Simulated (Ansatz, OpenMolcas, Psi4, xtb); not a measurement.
## InSi2H7 (SMILES [SiH3][SiH2][InH2]): the HOMO–LUMO gap, rung by rung

InSi2H7 has 10 atoms, charge 0, and is taken as a singlet. SMILES: `[SiH3][SiH2][InH2]`. The shape is that of a PBE0-D4/def2-TZVP optimisation.

```xyz
10

Si   -1.4509    0.7323   -0.8216
Si    0.0231   -0.9827   -0.2224
In    1.8848   -0.0627    1.2931
H    -2.5411    0.2487   -1.7115
H    -0.7077    1.8121   -1.5275
H    -2.0657    1.3205    0.4005
H    -0.7613   -2.0569    0.4518
H     0.5887   -1.5579   -1.4773
H     1.7614   -0.1609    3.0139
H     3.2688    0.7075    0.6011
```

Each level gives the HOMO–LUMO gap (eV). The values are calculated.

| level | kind | program | value (eV) |
| --- | --- | --- | --- |
| GFN2-xTB | semi-empirical | xtb | 3.36 |
| HF/def2-SVP (core potential) | Hartree–Fock | OpenMolcas | 9.90 |
| SVWN5/def2-SVP (core potential) | LDA | Ansatz | 3.25 |
| revPBE/def2-SVP (core potential) | GGA | Ansatz | 3.46 |
| r2SCAN/def2-SVP (core potential) | meta-GGA | Ansatz | 3.85 |
| M06-2X/def2-SVP (core potential) | hybrid meta-GGA | OpenMolcas | 6.45 |
| r2SCAN0/def2-SVP (core potential) | hybrid meta-GGA | Ansatz | 5.38 |
| CAM-B3LYP/def2-SVP (density fitting, core potential) | range-separated hybrid | Psi4 | 7.12 |
| B2PLYP/def2-SVP (core potential) | double hybrid | Ansatz | 6.82 |

The values span 3.25 to 9.90 eV. Orbital gaps aren't excitation energies, and those of double hybrids come from the SCF part alone; they tend to grow with the share of exact exchange.
